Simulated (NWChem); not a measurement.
System: C$_{4}$H$_{4}$F$_{2}$; SMILES C=CC=C(F)F

Input file for NWChem:

```
start job
memory heap 200 mb stack 900 mb global 1100 mb
geometry units angstroms noautoz
  C      0.164047    -2.735693     0.000000
  C     -0.301691    -1.478886     0.000000
  C      0.537921    -0.296276     0.000000
  C      0.059964     0.949945     0.000000
  F      0.799594     2.029771     0.000000
  F     -1.212474     1.265558     0.000000
  H      1.237206    -2.949190     0.000000
  H     -0.515598    -3.590373     0.000000
  H     -1.383701    -1.309285     0.000000
  H      1.625103    -0.397804     0.000000
end
basis spherical
  * library 6-31+g*
end
dft
  xc xpbe96 cpbe96
  iterations 150
end
tddft
  nroots 8
  notriplet
end
task tddft energy
```

Parts of the log:

```
             Northwest Computational Chemistry Package (NWChem) 7.3.0
             --------------------------------------------------------

 CS  symmetry detected

                             Geometry "geometry" -> ""
                             -------------------------

 Output coordinates in angstroms (scale by  1.889725989 to convert to a.u.)

  No.       Tag          Charge          X              Y              Z
 ---- ---------------- ---------- -------------- -------------- --------------
    1 C                    6.0000     0.16330585    -2.73672293     0.00000000
    2 C                    6.0000    -0.30217699    -1.47982140     0.00000000
    3 C                    6.0000     0.53767507    -0.29738188     0.00000000
    4 C                    6.0000     0.05997108     0.94893613     0.00000000
    5 F                    9.0000     0.79982028     2.02861195     0.00000000
    6 F                    9.0000    -1.21240282     1.26480744     0.00000000
    7 H                    1.0000     1.23642149    -2.95043779     0.00000000
    8 H                    1.0000    -0.51651265    -3.59126493     0.00000000
    9 H                    1.0000    -1.38415254    -1.31000074     0.00000000
   10 H                    1.0000     1.62483644    -0.39913059     0.00000000

 Effective nuclear repulsion energy (a.u.)     218.2344891083

      Symmetry information
      --------------------

 Group name             Cs
 Group number              2
 Group order               2
 No. of unique centers    10

  pbe96 is a nonlocal functional; adding pw91lda local functional.

                                 NWChem DFT Module
                                 -----------------

 Summary of "ao basis" -> "ao basis" (spherical)
 ------------------------------------------------------------------------------
       Tag                 Description            Shells   Functions and Types
 ---------------- ------------------------------  ------  ---------------------
 C                          6-31+g*                  8       18   4s3p1d
 F                          6-31+g*                  8       18   4s3p1d
 H                          6-31+g*                  2        2   2s

      Symmetry analysis of basis
      --------------------------

        a'         86
        a"         30

            General Information
            -------------------
          SCF calculation type: DFT
          Wavefunction type:  closed shell.
          No. of atoms     :    10
          No. of electrons :    46
           Alpha electrons :    23
            Beta electrons :    23
          Charge           :     0
          Spin multiplicity:     1
          Use of symmetry is: off; symmetry adaption is: on
          Maximum number of iterations: 150
          AO basis - number of functions:   116
                     number of shells:    56
          Convergence on energy requested:  1.00D-06
          Convergence on density requested:  1.00D-05
          Convergence on gradient requested:  5.00D-04

              XC Information
              --------------
          PerdewBurkeErnzerhof Exchange Functional  1.000
            Perdew 1991 LDA Correlation Functional  1.000 local
           PerdewBurkeErnz. Correlation Functional  1.000 non-local

             Grid Information
             ----------------
          Grid used for XC integration:  medium
          Radial quadrature: Mura-Knowles
          Angular quadrature: Lebedev.
          Tag              B.-S. Rad. Rad. Pts. Rad. Cut. Ang. Pts.
          ---              ---------- --------- --------- ---------
          C                   0.70       49          13.0       434
          F                   0.50       49          14.0       434
          H                   0.35       45          14.0       434
          Grid pruning is: on
          Number of quadrature shells:   474
          Spatial weights used:  Erf1

      Superposition of Atomic Density Guess
      -------------------------------------

 Sum of atomic energies:        -351.40340825

      Non-variational initial energy
      ------------------------------

 Total energy =    -354.377918
 1-e energy   =    -915.118856
 2-e energy   =     342.506449
 HOMO         =      -0.234827
 LUMO         =      -0.000145

      Symmetry analysis of molecular orbitals - initial
      -------------------------------------------------

  Numbering of irreducible representations:

     1 a'          2 a"

  Orbital symmetries:

     1 a'          2 a'          3 a'          4 a'          5 a'
     6 a'          7 a'          8 a'          9 a'         10 a'
    11 a'         12 a'         13 a'         14 a'         15 a"
    16 a"         17 a'         18 a'         19 a'         20 a'
    21 a'         22 a"         23 a"         24 a"         25 a'
    26 a'         27 a'         28 a'         29 a"         30 a'
    31 a"         32 a'         33 a'

 !! scf_movecs_sym_adapt:    3 vectors were symmetry contaminated

  Symmetry fudging

   convergence    iter        energy       DeltaE   RMS-Dens  Diis-err
 ---------------- ----- ----------------- --------- --------- ---------
 d= 0,ls=0.0,diis     1   -353.9408973515 -5.72D+02  2.26D-02  1.33D+00

 !! scf_movecs_sym_adapt:    6 vectors were symmetry contaminated

  Symmetry fudging
 d= 0,ls=0.0,diis     2   -353.5500232347  3.91D-01  1.62D-02  4.65D+00

 !! scf_movecs_sym_adapt:    3 vectors were symmetry contaminated

  Symmetry fudging
 d= 0,ls=0.0,diis     3   -354.0556144134 -5.06D-01  8.96D-03  2.01D-01
 d= 0,ls=0.0,diis     4   -354.0583297919 -2.72D-03  3.86D-03  2.21D-01

 !! scf_movecs_sym_adapt:    2 vectors were symmetry contaminated

  Symmetry fudging
 d= 0,ls=0.0,diis     5   -354.0894388417 -3.11D-02  6.18D-04  3.50D-03
  Resetting Diis
 d= 0,ls=0.0,diis     6   -354.0897722021 -3.33D-04  3.22D-04  6.43D-04
 d= 0,ls=0.0,diis     7   -354.0898459163 -7.37D-05  2.60D-04  1.13D-04
 d= 0,ls=0.0,diis     8   -354.0897723946  7.35D-05  1.83D-04  6.81D-04
 d= 0,ls=0.0,diis     9   -354.0898595066 -8.71D-05  2.13D-05  3.25D-06
 d= 0,ls=0.0,diis    10   -354.0898598651 -3.58D-07  8.08D-06  5.48D-07

         Total DFT energy =     -354.089859865086
      One electron energy =     -918.103807537144
           Coulomb energy =      389.423285057782
    Exchange-Corr. energy =      -43.643826494016
 Nuclear repulsion energy =      218.234489108293

 Numeric. integr. density =       45.999992791204

                  Occupations of the irreducible representations
                  ----------------------------------------------

                     irrep           alpha         beta
                     --------     --------     --------
                     a'               19.0         19.0
                     a"                4.0          4.0

                       DFT Final Molecular Orbital Analysis
                       ------------------------------------

[...]

                                NWChem TDDFT Module
                                -------------------

            General Information
            -------------------
           No. of orbitals :     232
            Alpha orbitals :     116
             Beta orbitals :     116
        Alpha frozen cores :       0
         Beta frozen cores :       0
     Alpha frozen virtuals :       0
      Beta frozen virtuals :       0
         Spin multiplicity :       1
    Number of AO functions :     116
        Use of symmetry is : off
      Symmetry adaption is : on
         Schwarz screening :  0.10D-07

              XC Information
              --------------
   PerdewBurkeErnzerhof Exchange Functional   1.00
     Perdew 1991 LDA Correlation Functional   1.00 local
    PerdewBurkeErnz. Correlation Functional   1.00 non-local

             TDDFT Information
             -----------------
          Calculation type : TDDFT
         Wavefunction type : Restricted singlets
          No. of electrons :      46
           Alpha electrons :      23
            Beta electrons :      23
              No. of roots :       8
          Max subspacesize :    5600
            Max iterations :     100
               Target root :       1
           Target symmetry : none
      Symmetry restriction : off
                 Algorithm : Optimal
        Davidson threshold :  0.10D-03

    8 smallest eigenvalue differences (eV)
--------------------------------------------------------
  No. Spin  Occ  Vir  Irrep   E(Occ)    E(Vir)   E(Diff)
--------------------------------------------------------
    1    1   23   24 a'       -0.207    -0.062     3.951
    2    1   23   25 a"       -0.207    -0.008     5.425
    3    1   23   26 a"       -0.207     0.012     5.962
    4    1   23   27 a"       -0.207     0.015     6.032
    5    1   23   28 a'       -0.207     0.017     6.110
    6    1   22   24 a'       -0.295    -0.062     6.351
    7    1   23   29 a"       -0.207     0.037     6.637
    8    1   23   30 a'       -0.207     0.046     6.896
--------------------------------------------------------

  Entering Davidson iterations
  Restricted singlet excited states

  Iter   NTrls   NConv    DeltaV     DeltaE      Time
  ----  ------  ------  ---------  ---------  ---------
    1      8       0     0.42E+00   0.10+100        8.2
    2     16       0     0.36E+00   0.16E-01        7.4
    3     32       0     0.46E-01   0.71E-01       10.0
    4     48       0     0.12E-01   0.42E-02       11.2
    5     64       0     0.23E-02   0.27E-03       11.6
    6     80       0     0.83E-03   0.25E-05       10.2
    7     96       3     0.33E-03   0.30E-06        8.7
    8    106       5     0.15E-03   0.45E-07        6.6
    9    112       8     0.83E-04   0.65E-08        4.3
  ----  ------  ------  ---------  ---------  ---------
  Convergence criterion met

  Ground state a'       -354.089859865086 a.u.

  ----------------------------------------------------------------------------
  Root   1 singlet a"             0.200502306 a.u.                5.4559 eV
  ----------------------------------------------------------------------------
     Transition Moments    X -0.00000   Y  0.00000   Z -0.00885
     Dipole Oscillator Strength                    0.0000104747
     Electric Quadrupole                           0.0000001019
     Magnetic Dipole                               0.0000001836
     Total Oscillator Strength                     0.0000107603

     Occ.   23  a"  ---  Virt.   25  a'   0.99893 X
  ----------------------------------------------------------------------------
  Root   2 singlet a'             0.201630633 a.u.                5.4867 eV
  ----------------------------------------------------------------------------
     Transition Moments    X -0.11849   Y  1.98949   Z  0.00000
     Dipole Oscillator Strength                    0.5339343166
     Electric Quadrupole                           0.0000007654
     Magnetic Dipole                               0.0000000170
     Total Oscillator Strength                     0.5339350990

     Occ.   22  a"  ---  Virt.   24  a"  -0.15150 X
     Occ.   22  a"  ---  Virt.   28  a"   0.09114 X
     Occ.   23  a"  ---  Virt.   24  a"   0.93169 X
     Occ.   23  a"  ---  Virt.   24  a"  -0.15162 Y
     Occ.   23  a"  ---  Virt.   28  a"  -0.29354 X
     Occ.   23  a"  ---  Virt.   30  a"   0.10187 X
     Occ.   23  a"  ---  Virt.   34  a"  -0.08309 X
  ----------------------------------------------------------------------------
  Root   3 singlet a"             0.219249060 a.u.                5.9661 eV
  ----------------------------------------------------------------------------
     Transition Moments    X  0.00000   Y -0.00000   Z  0.38537
     Dipole Oscillator Strength                    0.0217074648
     Electric Quadrupole                           0.0000001949
     Magnetic Dipole                               0.0000004420
     Total Oscillator Strength                     0.0217081016

     Occ.   23  a"  ---  Virt.   26  a'  -0.99073 X
     Occ.   23  a"  ---  Virt.   27  a'   0.13083 X
  ----------------------------------------------------------------------------
  Root   4 singlet a"             0.221540964 a.u.                6.0284 eV
  ----------------------------------------------------------------------------
     Transition Moments    X  0.00000   Y -0.00000   Z -0.01691
     Dipole Oscillator Strength                    0.0000422568
     Electric Quadrupole                           0.0000000228
     Magnetic Dipole                               0.0000000518
     Total Oscillator Strength                     0.0000423313

     Occ.   23  a"  ---  Virt.   26  a'   0.13011 X
     Occ.   23  a"  ---  Virt.   27  a'   0.99096 X
  ----------------------------------------------------------------------------
  Root   5 singlet a'             0.234118590 a.u.                6.3707 eV
  ----------------------------------------------------------------------------
     Transition Moments    X  0.07901   Y -0.78037   Z  0.00000
     Dipole Oscillator Strength                    0.0960217955
     Electric Quadrupole                           0.0000000439
     Magnetic Dipole                               0.0000002403
     Total Oscillator Strength                     0.0960220798

     Occ.   22  a"  ---  Virt.   24  a"  -0.53773 X
     Occ.   22  a"  ---  Virt.   28  a"  -0.08989 X
     Occ.   23  a"  ---  Virt.   24  a"  -0.30806 X
     Occ.   23  a"  ---  Virt.   24  a"   0.07222 Y
     Occ.   23  a"  ---  Virt.   28  a"  -0.77121 X
     Occ.   23  a"  ---  Virt.   30  a"  -0.07430 X
     Occ.   23  a"  ---  Virt.   34  a"   0.05988 X
  ----------------------------------------------------------------------------
  Root   6 singlet a"             0.244453120 a.u.                6.6519 eV
  ----------------------------------------------------------------------------
     Transition Moments    X -0.00000   Y  0.00000   Z  0.03317
     Dipole Oscillator Strength                    0.0001792902
     Electric Quadrupole                           0.0000000467
     Magnetic Dipole                               0.0000002317
     Total Oscillator Strength                     0.0001795686

     Occ.   23  a"  ---  Virt.   29  a'  -0.99855 X
  ----------------------------------------------------------------------------
  Root   7 singlet a'             0.253832469 a.u.                6.9071 eV
  ----------------------------------------------------------------------------
     Transition Moments    X  0.13499   Y -0.14729   Z  0.00000
     Dipole Oscillator Strength                    0.0067544851
     Electric Quadrupole                           0.0000000210
     Magnetic Dipole                               0.0000000001
     Total Oscillator Strength                     0.0067545062

     Occ.   22  a"  ---  Virt.   24  a"   0.18093 X
     Occ.   23  a"  ---  Virt.   24  a"  -0.12329 X
     Occ.   23  a"  ---  Virt.   28  a"  -0.16432 X
     Occ.   23  a"  ---  Virt.   30  a"   0.95794 X
  ----------------------------------------------------------------------------
  Root   8 singlet a"             0.258370230 a.u.                7.0306 eV
  ----------------------------------------------------------------------------
     Transition Moments    X  0.00000   Y -0.00000   Z  0.04032
     Dipole Oscillator Strength                    0.0002799814
     Electric Quadrupole                           0.0000000522
     Magnetic Dipole                               0.0000000268
     Total Oscillator Strength                     0.0002800604

     Occ.   21  a'  ---  Virt.   24  a"  -0.08334 X
     Occ.   23  a"  ---  Virt.   31  a'  -0.99602 X

              Target root =      1
          Target symmetry = none
      Ground state energy =   -354.089859865086
        Excitation energy =      0.200502305803
     Excited state energy =   -353.889357559283

  stored tddft:energy   -353.88935755928304
```

Level: PBE/6-31+G* (spherical d), full TDDFT. Geometry: optimised at PBE0/def2-SVP.
